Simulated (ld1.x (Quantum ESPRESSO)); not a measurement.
# u(r) = r·R(r): atom against pseudo-atom (hydrogen (H))

Columns: radius, all-electron u(r) and pseudo u(r) of the 1s shell (level -6.49 eV) of hydrogen in the configuration 1s1; PBE, scalar-relativistic, PAW scheme, ld1.x (Quantum ESPRESSO) 7.5.

```json
{"r (bohr)": "0.070", "all-electron": "0.1252", "pseudo": "0.0859"}
{"r (bohr)": "0.140", "all-electron": "0.2332", "pseudo": "0.1703"}
{"r (bohr)": "0.210", "all-electron": "0.3257", "pseudo": "0.2514"}
{"r (bohr)": "0.280", "all-electron": "0.4043", "pseudo": "0.3281"}
{"r (bohr)": "0.350", "all-electron": "0.4706", "pseudo": "0.3989"}
{"r (bohr)": "0.420", "all-electron": "0.5261", "pseudo": "0.4630"}
{"r (bohr)": "0.490", "all-electron": "0.5718", "pseudo": "0.5196"}
{"r (bohr)": "0.560", "all-electron": "0.6090", "pseudo": "0.5682"}
{"r (bohr)": "0.630", "all-electron": "0.6387", "pseudo": "0.6087"}
{"r (bohr)": "0.700", "all-electron": "0.6618", "pseudo": "0.6413"}
{"r (bohr)": "0.770", "all-electron": "0.6791", "pseudo": "0.6663"}
{"r (bohr)": "0.840", "all-electron": "0.6913", "pseudo": "0.6842"}
{"r (bohr)": "0.910", "all-electron": "0.6991", "pseudo": "0.6958"}
{"r (bohr)": "0.980", "all-electron": "0.7030", "pseudo": "0.7020"}
{"r (bohr)": "1.050", "all-electron": "0.7035", "pseudo": "0.7036"}
{"r (bohr)": "1.120", "all-electron": "0.7011", "pseudo": "0.7016"}
{"r (bohr)": "1.190", "all-electron": "0.6963", "pseudo": "0.6966"}
{"r (bohr)": "1.260", "all-electron": "0.6892", "pseudo": "0.6893"}
{"r (bohr)": "1.330", "all-electron": "0.6803", "pseudo": "0.6804"}
{"r (bohr)": "1.400", "all-electron": "0.6699", "pseudo": "0.6699"}
{"r (bohr)": "1.470", "all-electron": "0.6582", "pseudo": "0.6582"}
{"r (bohr)": "1.540", "all-electron": "0.6454", "pseudo": "0.6454"}
{"r (bohr)": "1.610", "all-electron": "0.6317", "pseudo": "0.6317"}
{"r (bohr)": "1.680", "all-electron": "0.6172", "pseudo": "0.6172"}
{"r (bohr)": "1.750", "all-electron": "0.6022", "pseudo": "0.6022"}
{"r (bohr)": "1.820", "all-electron": "0.5868", "pseudo": "0.5868"}
```

(1) How many radial nodes do the two functions have?

(2) At about which radius was the pseudo-wave matched?

(3) Is the pseudo-wave norm-conserving?

## Answers

(1) The all-electron 1s function has n − l − 1 = 0; the pseudo-wave has 0.

(2) 1.40 bohr. The columns agree to 0.0005 from 1.19 bohr on; several derivatives are matched, so the curves merge somewhat inside the radius.

(3) No, it belongs to a PAW set: the norm inside the radius is not constrained, and the difference is carried by the augmentation charge.
